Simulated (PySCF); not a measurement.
## Ionising CsH

PBE0; basis Cs def2-SVPD with ECP46, H def2-SVPD; scalar-relativistic core potentials; PySCF 2.14. Neutral (UKS): singlet (closed shell), Re = 2.578 Å, ωe = 871 cm⁻¹, De = 1.58 eV, HOMO -3.86 eV, LUMO -1.01 eV.

CsH⁺ (UKS): doublet (σ ↑), Re = 3.612 Å, ωe = 151 cm⁻¹, De = 0.04 eV to Cs⁺ + H. The energies at the minima are -20.69828 hartree for CsH and -20.49823 for CsH⁺.

(1) Work out the adiabatic ionisation energy, without and with harmonic zero-point energies (1 hartree = 27.2114 eV, 1 eV = 8065.5 cm⁻¹), and the change of the bond length.

Weak bonds: CsH⁺. Basis-set superposition, not corrected here, can be much of De in a small basis, most of all at correlated wavefunction levels. Spin–orbit coupling is left out. For an ion De counts to the pair picked by the measured ionisation energies or electron affinities, which need not be the lowest pair at this level. States were picked by a PBE0 search and need not be the measured ground states.

Results:

(1) At PBE0: 0.20005 hartree = 5.444 eV between the minima; the zero-point term (151.0 − 871.0)/2 cm⁻¹ = -0.045 eV makes it 5.399 eV. Re changes by +103.4 pm against the neutral. Minus the HOMO energy is 3.86 eV, -1.58 eV from the value between the minima; self-interaction puts the Kohn–Sham level too high, less so with exact exchange. The electron leaves a σ orbital, and the ion is left as a loose complex of an ion and an atom.
